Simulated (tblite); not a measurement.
BrGeH9Si3.
Bonds: Si1–Si2, Si2–Si3, Si3–Ge4, Ge4–Br5. Hydrogens: H6, H7, H8 on Si1; H9, H10 on Si2; H11, H12 on Si3; H13, H14 on Ge4.

Computed with GFN2-xTB (tblite), gas phase: L-BFGS steps from a force-field or distance-geometry start until the largest atomic force falls under 0.01 eV/Å.

Geometry at step 2:
```
atom  x, y, z in Å
Si1    -2.0584    0.9079    0.6045
Si2    -1.2526   -0.9714   -0.4297
Si3     0.9153   -0.7350   -1.0764
Ge4     2.2048    0.4620    0.4456
Br5     3.0863   -0.9024    2.0992
H6     -1.8789    0.8569    2.0442
H7     -3.4743    0.9240    0.3236
H8     -1.3923    2.0670   -0.0027
H9     -1.3707   -2.1677    0.3707
H10    -2.0324   -1.1351   -1.6434
H11     1.4880   -2.0566   -1.2273
H12     0.8992    0.0626   -2.2931
H13     1.4574    1.6583    1.0847
H14     3.4079    1.0290   -0.3221
```

**Question.** Give the atomic forces at this geometry.

**Answer.** 
| atom | Fx (eV/Å) | Fy (eV/Å) | Fz (eV/Å) |
| --- | --- | --- | --- |
| Si1 | 0.097 | -0.119 | -0.070 |
| Si2 | -0.153 | 0.239 | 0.114 |
| Si3 | -0.206 | -0.150 | -0.039 |
| Ge4 | -0.069 | -0.062 | -0.252 |
| Br5 | -0.088 | 0.360 | -0.113 |
| H6 | 0.062 | 0.178 | 0.176 |
| H7 | -0.380 | 0.272 | 0.017 |
| H8 | -0.105 | 0.082 | 0.172 |
| H9 | -0.152 | -0.386 | 0.167 |
| H10 | -0.183 | -0.253 | -0.238 |
| H11 | 0.357 | -0.172 | -0.258 |
| H12 | 0.291 | -0.010 | -0.224 |
| H13 | 0.417 | -0.161 | 0.142 |
| H14 | 0.112 | 0.181 | 0.406 |

The largest, 0.47 eV/Å, acts on H11 (H13, H7 within 3 % of it); the rms over all components is 0.212 eV/Å. The forces sum to zero within rounding, as they must for an isolated molecule in no field.

**Question.** Give the force on H11 in Eh/bohr and in nN.

**Answer.** 0.473 eV/Å ÷ 51.422 = 0.00920 Eh/bohr, and 0.473 eV/Å × 1.602 = 0.76 nN.

**Question.** How far is this geometry from the end of the optimisation?

**Answer.** 0.348 eV above it, and 0.557 Å rms away after alignment. The bonds farthest from their final lengths, with half the difference of the two atoms' forces along the bond (positive lengthens):

```csv
bond,now (Å),final (Å),force along bond (eV/Å)
Si2–Si3,2.275,2.335,-0.02
Si3–Ge4,2.326,2.381,-0.01
Si1–Si2,2.291,2.328,-0.23
Si2–H9,1.444,1.470,+0.27
Si2–H10,1.452,1.473,+0.18
Si1–H7,1.444,1.464,+0.23
```

The angle farthest from its final value is Si3–Ge4–H14, 107.3° against 123.2°.

Of the 6 listed bonds off by 0.010 Å or more, this force points towards the final length in 3.

What follows is the cost of the whole relaxation. Hardware: an Arm Neoverse N1 with one thread, shared host with 64 logical CPUs at a one-minute load of 52. Cost: 2.0 s of wall time.
